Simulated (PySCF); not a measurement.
## Energy profile

The step: CH₄BBr ([CH3][BH][Br]) → CH₃B ([BH][CH2]) + HBr; bonds formed: Br2–H4; bonds broken: B1–Br2, C3–H4 (atoms numbered as in the saddle structure below).

```
atom    x (Å)    y (Å)    z (Å)
  B1  -0.1412  -0.2210   0.7476
 Br2   2.3050  -0.1592  -0.1711
  C3  -0.8906  -0.0541  -0.4185
  H4   1.0735   0.6678  -0.2960
  H5   0.1578  -0.2497   1.8842
  H6  -1.9374   0.2260  -0.3069
  H7  -0.5673  -0.2099  -1.4392
```

Electronic energies by CCSD(T) at an estimated basis limit (MP2 extrapolated from triple and quadruple zeta, plus CCSD(T) − MP2 in triple zeta), on PBE0-D4/def2-TZVP structures; CH4BBr, closed shell; no counterpoise correction. Program: PySCF 2.14 with density fitting (its default auxiliary sets; JK sets also for MP2 and CCSD(T)). Basis: def2-TZVPP and def2-QZVPP. Cores are frozen in the correlated methods. Filled d shells of the heavier atoms are correlated. The def2 sets are not built for correlating such inner shells, so the correlated values are less sure here. Extrapolation: Hartree–Fock as exp(−7.88 √X), correlation as X^−2.97.

Task: Give the profile in eV, counted from the start structure. (An estimate is asked for; the value comes from the calculation.)

Result: By the calculation:
```csv
point,eV
start structure,0.000
saddle,3.052
end structure,2.877
"separated: CH3B (linked as [BH][CH2]; B1, C3, H5, H6, H7; singlet) + HBr (Br2, H4; singlet)",3.041
```

No T1 diagnostic of these runs exceeds 0.015.

For scale, one of the runs: CCSD(T)/def2-TZVPP, 166 basis functions, launched by `OMP_NUM_THREADS=4 python run.py`. Hardware: 4 CPU threads of a Oxide Virtual Turin-like, shared host. Wall time 110 s; peak host memory 1.7 GiB.
